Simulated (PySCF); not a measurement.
Isomers of C5H9ClO, one conformer each; single-point electronic energies without zero-point terms and without any empirical dispersion term.

All values: wB97X-D/pcSseg-2 (PySCF, non-relativistic), each on one gas-phase PBE0-D3(BJ)/def2-TZVP geometry that isn't relaxed in the solvent. The solvent is an IEF-PCM continuum (van der Waals radii × 1.2). The model holds no explicit solvent molecules, cavitation or dispersion.

```json
{"isomer": "`C(CCC)C(=O)Cl`", "relative energy, gas (kcal/mol)": "0.0", "dipole (D)": "3.18"}
{"isomer": "`CC(C)(C)C(=O)Cl`", "relative energy, gas (kcal/mol)": "0.4", "dipole (D)": "3.09"}
```

Problem. How do the relative energies look in chloroform (ε = 4.711)?

Solution. 
```csv
isomer,"relative energy, solvent (kcal/mol)",E(solvent) − E(gas) (kcal/mol),dipole in solvent (D)
`C(CCC)C(=O)Cl`,0.0,-3.2,3.70
`CC(C)(C)C(=O)Cl`,0.8,-2.9,3.72
```

The order is unchanged. Conformers: `[CH3:1][CH2:2][CH2:3][CH2:4][C:5](=[O:6])[Cl:7]` with C1–C2–C3–C4 179°, C2–C3–C4–C5 180°, C3–C4–C5–O6 -1°. `C(CCC)C(=O)Cl` gains most from the continuum, and it has the largest gas-phase dipole. The gains span 0.3 kcal/mol, the gas-phase energies 0.4 kcal/mol.
